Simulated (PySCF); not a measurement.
J couplings in Cyanopolyynes

Cartesian coordinates in Å; atom numbers follow the order of the lines, from 1:
```xyz
11

C    -4.9320   -0.1165    1.1356
C    -3.7638   -0.0884    0.8280
C    -2.4632   -0.0571    0.4847
C    -1.2819   -0.0292    0.1731
C     0.0070    0.0016   -0.1669
C     1.1916    0.0293   -0.4777
C     2.4805    0.0598   -0.8177
C     3.6621    0.0869   -1.1293
C     4.9678    0.1159   -1.4732
N     6.0825    0.1420   -1.7655
H    -5.9451   -0.1417    1.4039
```

Indirect spin–spin couplings were computed at B3LYP/pcJ-1 (without the spin–dipole term) (PySCF 2.14.0 with density-fitted response routines) on a GFN2-xTB structure, for the isolated molecule, without vibrational or relativistic corrections. Couplings are averaged over pairs made equivalent by symmetry, fast rotation or ring inversion, so a value needn't be that of the named pair in this geometry, while other rotamers aren't included; one pair stands for each set, and the list holds those of at least 1.5 Hz over up to four bonds, among pairs with at least one H atom (others weren't computed).

Isotopes: ¹³C, ¹H.

```json
{"pair": "C1, H11", "bonds": "1", "J (Hz)": "?"}
{"pair": "C2, H11", "bonds": "2", "J (Hz)": "52.1"}
{"pair": "C3, H11", "bonds": "3", "J (Hz)": "8.3"}
{"pair": "C4, H11", "bonds": "4", "J (Hz)": "?"}
```

Question: Estimate the withheld couplings, with signs.

Answer: 
- ¹J(C1,H11) = 278.3 Hz (bond length 1.048 Å, sp carbon)
- ⁴J(C4,H11) = -1.6 Hz
